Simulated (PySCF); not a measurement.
**From a computed spectrum to the compound**

A species of 7 atoms with charge 0 has these harmonic modes (PBE0, small Gaussian bases with core potentials, PySCF 2.14.0):

```json
{"cm⁻¹": "30", "km/mol": "17.6", "symmetry": "a"}
{"cm⁻¹": "60", "km/mol": "4.9", "symmetry": "e"}
{"cm⁻¹": "60", "km/mol": "4.9", "symmetry": "e"}
{"cm⁻¹": "162", "km/mol": "59.0", "symmetry": "a"}
{"cm⁻¹": "194", "km/mol": "0.0", "symmetry": "e"}
{"cm⁻¹": "194", "km/mol": "0.0", "symmetry": "e"}
{"cm⁻¹": "296", "km/mol": "0.0", "symmetry": "a"}
{"cm⁻¹": "318", "km/mol": "57.1", "symmetry": "e"}
{"cm⁻¹": "318", "km/mol": "57.1", "symmetry": "e"}
{"cm⁻¹": "374", "km/mol": "0.0", "symmetry": "a"}
{"cm⁻¹": "432", "km/mol": "35.5", "symmetry": "e"}
{"cm⁻¹": "432", "km/mol": "35.5", "symmetry": "e"}
{"cm⁻¹": "2685", "km/mol": "2.5", "symmetry": "e"}
{"cm⁻¹": "2685", "km/mol": "2.5", "symmetry": "e"}
{"cm⁻¹": "2685", "km/mol": "0.0", "symmetry": "a"}
```

(1) Which species is it, and in which structure?

## Answers

(1) Tm(SH)3 (singlet in the valence; each metal's 4f electrons, 12 of them, lie in its core potential, out of spins and levels):
```xyz
7

Tm    0.0000    0.0000   -0.0090
S     2.5065   -0.4276    0.0138
H     2.8213    0.8897    0.0667
S    -0.8830    2.3845    0.0138
H    -2.1812    1.9984    0.0667
S    -1.6236   -1.9569    0.0138
H    -0.6401   -2.8882    0.0667
```
Ideal gas at 298.15 K and 1 bar: S = 421.4 J/(mol K), Cp = 120.3 J/(mol K), H − H(0 K) = 26.7 kJ/mol (rigid rotor, harmonic modes, spin degeneracy alone, that of the 4f electrons in the core included; the modes under 60 cm⁻¹ make these uncertain). An lcecp potential fixes the number of 4f electrons, so in runs with it no electron can move into or out of that shell.
 Other answers can fit too; this one was computed.
